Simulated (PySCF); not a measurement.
Species: C₅H₈F₅O (charge +1).
SMILES with atom numbers: `[CH3:1][O+:2]([CH2:3][CH:4]([F:5])[F:6])[CH2:7][C:8]([F:9])([F:10])[F:11]` (hydrogens: H12, H13, H14 on C1; H15, H16 on C3; H17 on C4; H18, H19 on C7)

The same species was optimised twice, with GFN2-xTB and with PBE0-D3(BJ)/def2-SVP (PySCF), and the same property calculations (PySCF, gas phase) were run on both structures.

```csv
coordinate,GFN2-xTB,PBE0-D3(BJ)/def2-SVP,change
C3–C4 (Å),1.541,1.514,-0.027
C7–C8 (Å),1.548,1.521,-0.027
C1–O2 (Å),1.457,1.473,+0.016
O2–C7 (Å),1.440,1.452,+0.012
C8–F9 (Å),1.339,1.332,-0.007
C8–F10 (Å),1.319,1.314,-0.005
C4–F6 (Å),1.344,1.347,+0.003
C8–F11 (Å),1.331,1.330,-0.001
O2–C3 (Å),1.466,1.465,-0.001
C4–F5 (Å),1.345,1.344,-0.001
C1–O2–C7 (°),114.5,120.9,+6.4
C1–O2–C3 (°),112.9,118.7,+5.8
O2–C7–C8 (°),115.4,109.9,-5.5
C3–O2–C7 (°),115.8,119.7,+3.9
C7–C8–F11 (°),111.5,110.2,-1.3
C3–C4–F5 (°),110.1,108.9,-1.2
F9–C8–F11 (°),107.1,108.1,+1.0
F5–C4–F6 (°),107.3,108.3,+1.0
C1–O2–C3–C4 (°),-92,-96,-4
O2–C3–C4–F5 (°),65,58,-7
C1–O2–C7–C8 (°),-65,-80,-15
O2–C7–C8–F9 (°),-50,-60,-10
```

Rotational constants: A = 2284, B = 556.0, C = 522.3 MHz (GFN2-xTB) against A = 2057, B = 608.2, C = 548.3 MHz (PBE0-D3(BJ)/def2-SVP). Point groups within 0.08 Å: C1 and C1.

On the GFN2-xTB structure: HOMO (eV) -14.51 [PBE0/pcSseg-1]; LUMO (eV) -5.02 [PBE0/pcSseg-1]; GIAO shielding of C1 (ppm) 104.5 [PBE0/pcSseg-1]; GIAO shielding of O2 (ppm) 304.2 [PBE0/pcSseg-1]; GIAO shielding of C3 (ppm) 91.7 [PBE0/pcSseg-1]; GIAO shielding of C4 (ppm) 69.3 [PBE0/pcSseg-1]; GIAO shielding of F5/F6 (mean) (ppm) 314.8 [PBE0/pcSseg-1]; GIAO shielding of C7 (ppm) 98.5 [PBE0/pcSseg-1]; GIAO shielding of C8 (ppm) 57.9 [PBE0/pcSseg-1]; GIAO shielding of F9/F10/F11 (mean) (ppm) 248.7 [PBE0/pcSseg-1].

Q: What do these properties become on the PBE0-D3(BJ)/def2-SVP structure?

A: 
| property | level | on GFN2-xTB | on PBE0-D3(BJ)/def2-SVP | change |
| --- | --- | --- | --- | --- |
| HOMO (eV) | PBE0/pcSseg-1 | -14.51 | -14.39 | +0.12 |
| LUMO (eV) | PBE0/pcSseg-1 | -5.02 | -5.08 | -0.06 |
| energy, GFN2-xTB geometry as zero (kcal/mol) | PBE0/pcSseg-1 | 0.0 | -5.0 | -5.0 |
| GIAO shielding of C1 (ppm) | PBE0/pcSseg-1 | 104.5 | 98.4 | -6.1 |
| GIAO shielding of O2 (ppm) | PBE0/pcSseg-1 | 304.2 | 318.0 | +13.8 |
| GIAO shielding of C3 (ppm) | PBE0/pcSseg-1 | 91.7 | 95.7 | +4.0 |
| GIAO shielding of C4 (ppm) | PBE0/pcSseg-1 | 69.3 | 69.8 | +0.5 |
| GIAO shielding of F5/F6 (mean) (ppm) | PBE0/pcSseg-1 | 314.8 | 321.3 | +6.5 |
| GIAO shielding of C7 (ppm) | PBE0/pcSseg-1 | 98.5 | 96.3 | -2.2 |
| GIAO shielding of C8 (ppm) | PBE0/pcSseg-1 | 57.9 | 59.8 | +1.9 |
| GIAO shielding of F9/F10/F11 (mean) (ppm) | PBE0/pcSseg-1 | 248.7 | 261.4 | +12.7 |

The heavy atoms differ by 0.358 Å rms after alignment. Among the bonds compared C3–C4 and C7–C8 change most and about equally (-0.027 Å). Changes are differences of the printed values. Neither structure is proved a minimum here. One conformer (not necessarily the lowest) at the PBE0-D3(BJ)/def2-SVP geometry, without solvent, vibrations or thermal averaging.

Shape of the structure used: `[CH3:1][O+:2]([CH2:3][CH:4]([F:5])[F:6])[CH2:7][C:8]([F:9])([F:10])[F:11]`: C1–O2–C3–C4 -96°, O2–C3–C4–F5 58°, C1–O2–C7–C8 -80°, O2–C7–C8–F9 -60°.
